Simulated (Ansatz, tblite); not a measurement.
Cost and result up the ladder for Nb₃Si₃ (the lowest doublet isomer of a short search) (6 atoms). Total charge 0; doublet. Geometry: PBE-D4/def2-SVP.

| atom | x (Å) | y (Å) | z (Å) |
| --- | --- | --- | --- |
| Nb1 | -0.135 | -0.515 | 1.355 |
| Nb2 | 0.826 | 1.607 | 0.437 |
| Nb3 | 1.755 | -0.542 | -0.285 |
| Si4 | -0.183 | -2.089 | -0.693 |
| Si5 | -0.587 | 0.179 | -1.286 |
| Si6 | -1.675 | 1.361 | 0.471 |

Ansatz on 4 threads of Arm Neoverse V2 on a shared host; xTB runs through tblite on one thread. Times are rough, summed over both states, and most runs start from the orbitals of an earlier one. B3LYP-D4/def2-TZVP serves as the yardstick here, not as an exact answer. The other state is a quartet at its own geometry.

In the def2 sets Nb takes a core potential; there is no spin–orbit coupling. The xTB rows come from tblite. B3LYP takes the VWN-RPA correlation. Another isomer (doublet) lies 0.09 eV lower at PBE0-D4/def2-TZVP.

Run but left out: HF/def2-SVP, HF/def2-TZVP, MP2/def2-SVP, MP2/def2-TZVP, CCSD/def2-SVP, CCSD(T)/def2-SVP (doublet: ⟨S²⟩ 4.02 to 4.10, where a pure state has 0.75).

xTB has no spin-polarisation term.

```
              level  functions  wall time  quartet − doublet (eV)  difference from B3LYP-D4/def2-TZVP (eV)                                  remarks
           GFN1-xTB         54    0.015 s                    0.60                                    -0.11                                        –
           GFN2-xTB         54    0.073 s                    0.34                                    -0.36                                        –
   PBE-D4/def2-TZVP        231       21 s                    0.74                                     0.04                                        –
 B3LYP-D4/def2-TZVP        231       64 s                    0.70                                     0.00                                        –
  PBE0-D4/def2-TZVP        231       69 s                    0.61                                    -0.09  spin-contaminated (⟨S²⟩ 0.83) (doublet)
r2SCAN-D4/def2-TZVP        231       91 s                    0.60                                    -0.10  spin-contaminated (⟨S²⟩ 0.83) (doublet)
```
